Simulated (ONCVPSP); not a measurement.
**Scattering properties, ONCV potential for Pt**

```
Element                 : platinum
Generator               : ONCVPSP 4.0.1
Type                    : optimised norm-conserving Vanderbilt (ONCV)
Functional              : PBEsol
Relativity              : scalar-relativistic
Frozen core             : [Kr] 4d10 4f14
Valence charge          : 18
Reference configuration : 5s2 5p6 5d9 6s0.75 (charge +0.25)
Partial waves           : 5s+6s: rc 1.55 bohr, ncon 5, nbas 9, qcut 5.8 1/bohr, 2 projectors; 5p: rc 1.30 bohr, ncon 4, nbas 9, qcut 5.1 1/bohr, 2 projectors, debl 1 Ha; 5d: rc 1.50 bohr, ncon 4, nbas 8, qcut 6.5 1/bohr, 2 projectors, debl 1.2 Ha
Local potential         : polynomial inside 0.95 bohr (lpopt 5, dvloc0 3 Ha)
Core correction         : Teter function fitted to the true core (icmod 2), fcfact 0.5
```

In the p channel the program set the typed energies aside and used -2.131, 0.250 Ha.

The phase is arctan(r·R′/R) of the radial function R(r), unwrapped; energies in Ha, scanned from -5 to 5 Ha. A pole is an energy at which the radial function vanishes at the test radius. The pseudo phase is shifted by a multiple of π to meet the all-electron one at the reference energy, and phase errors are pseudo minus all-electron; the curves can meet again beyond the range given. Levels narrower than the energy grid can be missing from the lists of poles.

Problem. For each channel, where are the poles, and over which energies does the pseudopotential scatter like the atom?

Solution.

| channel | radius (bohr) | reference energy (Ha) | poles, all-electron | poles, pseudo | unbroken range about the reference energy with phases within 0.05 rad | phase error 1 Ha above the reference energy (rad) |
| --- | --- | --- | --- | --- | --- | --- |
| s | 1.58 | -0.27 | -3.37 | -3.37, 2.44 | below 1.9 | -0.004 |
| p | 1.32 | -2.13 | 0.29 | 0.29 | the whole range | -0.000 |
| d | 1.52 | -0.30 | 1.96 | 1.96 | the whole range | +0.000 |

Note: no bound ghost flagged; GHOST(+) flagged for s at 64.6 eV, p at 303.4 eV.

Phases in the s channel:

```
E (Ha)  all-electron  pseudo
 -4.96         0.962   0.962
 -4.48         0.284   0.284
 -4.00        -1.149  -1.149
 -3.52        -1.518  -1.518
 -3.04        -1.649  -1.649
 -2.56        -1.727  -1.727
 -2.08        -1.789  -1.789
 -1.60        -1.851  -1.851
 -1.12        -1.922  -1.922
 -0.64        -2.014  -2.014
 -0.16        -2.150  -2.150
  0.32        -2.374  -2.374
  0.80        -2.766  -2.771
  1.28        -3.342  -3.361
  1.76        -3.843  -3.882
  2.24        -4.139  -4.247
  2.72        -4.309  -7.336
  3.20        -4.415  -7.520
  3.68        -4.486  -7.606
  4.16        -4.538  -7.663
  4.64        -4.577  -7.706
```
